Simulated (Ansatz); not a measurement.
## What each rung costs, and what it gives

Saddle point of Si₅H₁₀OF₄, singlet (Si₄H₁₀O ([OH][Si]([SiH3])([SiH3])[SiH3]) + SiF₄ ([F][Si]([F])([F])[F]) → Si₅H₉OF₃ ([F][Si]([F])([F])[O][Si]([SiH3])([SiH3])[SiH3]) + HF; bonds formed: Si1–O7, F2–H6; bonds broken: Si1–F2, H6–O7), PBE0-D4/def2-TZVP structure:

```
20
angstrom
Si -1.5569 1.7527 -1.1602
F -1.1203 3.1540 0.0301
F -0.9466 2.6119 -2.3319
F -1.6855 0.3409 -1.9256
F -3.0753 1.9792 -0.8069
H -0.5211 2.2123 0.4362
O -0.4917 1.1180 0.0371
Si 0.3462 -0.3673 0.2883
Si -1.1630 -2.1359 -0.0165
Si 1.1053 -0.2878 2.5018
Si 2.1350 -0.4658 -1.2207
H -0.6852 -3.2611 0.8343
H -2.5071 -1.7066 0.4484
H -1.2103 -2.5787 -1.4306
H 1.9154 0.9393 2.7265
H -0.0375 -0.3019 3.4525
H 1.9530 -1.4888 2.7238
H 3.0792 0.6595 -0.9879
H 1.6289 -0.4182 -2.6161
H 2.8376 -1.7557 -0.9825
```

Barriers are electronic and count from the start structure reached by relaxing down the imaginary mode.

Ansatz 0.2.0; basis: as named in each row; cores frozen in the correlated methods. B3LYP uses VWN-RPA correlation. Extrapolation: Hartree–Fock as exp(−7.88 √X), correlation as X^−2.97.

Times are rough, for one single point on 4 threads of a shared host (AMD EPYC 7R13), with one NVIDIA H100 (or a share of it) where marked.

The estimate by CCSD(T) at an estimated basis limit (MP2 extrapolated from triple and quadruple zeta, plus CCSD(T) − MP2 in triple zeta) is 104.3 kJ/mol.

```json
{"method": "HF", "basis": "STO-3G", "time (s)": "under 1", "barrier (kJ/mol)": "46.5", "method less estimate": "-57.8"}
{"method": "PBE-D4", "basis": "STO-3G", "time (s)": "1", "barrier (kJ/mol)": "-98.0", "method less estimate": "-202.2"}
{"method": "SPW92", "basis": "def2-SVP", "time (s)": "2", "barrier (kJ/mol)": "3.8", "method less estimate": "-100.4"}
{"method": "PBE-D4", "basis": "def2-SVP", "time (s)": "2", "barrier (kJ/mol)": "46.2", "method less estimate": "-58.1"}
{"method": "B3LYP-D4", "basis": "6-31G", "time (s)": "3", "barrier (kJ/mol)": "-13.3", "method less estimate": "-117.6"}
{"method": "PBE0-D4", "basis": "def2-TZVPP", "time (s)": "4 (H100)", "barrier (kJ/mol)": "93.4", "method less estimate": "-10.9"}
{"method": "PBE0-D4", "basis": "def2-SVP", "time (s)": "4", "barrier (kJ/mol)": "54.2", "method less estimate": "-50.1"}
{"method": "B97M-V", "basis": "def2-TZVPP", "time (s)": "5 (H100)", "barrier (kJ/mol)": "113.2", "method less estimate": "9.0"}
{"method": "CAM-B3LYP-D4", "basis": "def2-TZVPP", "time (s)": "6 (H100)", "barrier (kJ/mol)": "97.5", "method less estimate": "-6.7"}
{"method": "SPW92", "basis": "def2-TZVPP", "time (s)": "6 (H100)", "barrier (kJ/mol)": "44.0", "method less estimate": "-60.3"}
{"method": "B3LYP-D4", "basis": "def2-TZVPP", "time (s)": "6 (H100)", "barrier (kJ/mol)": "104.2", "method less estimate": "-0.1"}
{"method": "wB97M-V", "basis": "def2-TZVPP", "time (s)": "6 (H100)", "barrier (kJ/mol)": "96.7", "method less estimate": "-7.6"}
{"method": "PBE-QIDH", "basis": "def2-TZVPP", "time (s)": "6 (H100)", "barrier (kJ/mol)": "98.6", "method less estimate": "-5.7"}
{"method": "BLYP-D4", "basis": "def2-TZVPP", "time (s)": "6 (H100)", "barrier (kJ/mol)": "100.0", "method less estimate": "-4.3"}
{"method": "r2SCAN0-D4", "basis": "def2-TZVPP", "time (s)": "6 (H100)", "barrier (kJ/mol)": "98.0", "method less estimate": "-6.2"}
{"method": "BHLYP-D4", "basis": "def2-TZVPP", "time (s)": "6 (H100)", "barrier (kJ/mol)": "113.8", "method less estimate": "9.5"}
{"method": "r2SCAN-D4", "basis": "def2-TZVPP", "time (s)": "7 (H100)", "barrier (kJ/mol)": "92.7", "method less estimate": "-11.6"}
{"method": "PBE-D4", "basis": "def2-TZVPP", "time (s)": "8 (H100)", "barrier (kJ/mol)": "84.6", "method less estimate": "-19.6"}
{"method": "B2PLYP", "basis": "def2-TZVPP", "time (s)": "8 (H100)", "barrier (kJ/mol)": "106.4", "method less estimate": "2.1"}
{"method": "RPA on PBE", "basis": "def2-TZVPP", "time (s)": "8 (H100)", "barrier (kJ/mol)": "104.7", "method less estimate": "0.5"}
{"method": "wB97X-V", "basis": "def2-TZVPP", "time (s)": "9 (H100)", "barrier (kJ/mol)": "98.7", "method less estimate": "-5.6"}
{"method": "wB97M-V", "basis": "def2-SVP", "time (s)": "14", "barrier (kJ/mol)": "55.6", "method less estimate": "-48.7"}
{"method": "MP2", "basis": "def2-QZVPP", "time (s)": "14 (H100)", "barrier (kJ/mol)": "101.1", "method less estimate": "-3.1"}
{"method": "CCSD(T)", "basis": "def2-SVP", "time (s)": "15 (H100)", "barrier (kJ/mol)": "78.0", "method less estimate": "-26.2"}
{"method": "CCSD(T)", "basis": "def2-TZVPP", "time (s)": "77 (H100)", "barrier (kJ/mol)": "105.0", "method less estimate": "0.7"}
```

All methods are single points on the PBE0-D4 structures; a negative value means that the method puts the saddle structure below the start.

The T1 diagnostic stays at or below 0.013.

The step is the kind of ligand exchange by which a precursor binds to a hydroxyl group, or is hydrolysed, in atomic layer deposition of oxides. Here a small cluster stands in for the surface site.

Labels in which every atom is bracketed show which atoms are joined, not bond orders.
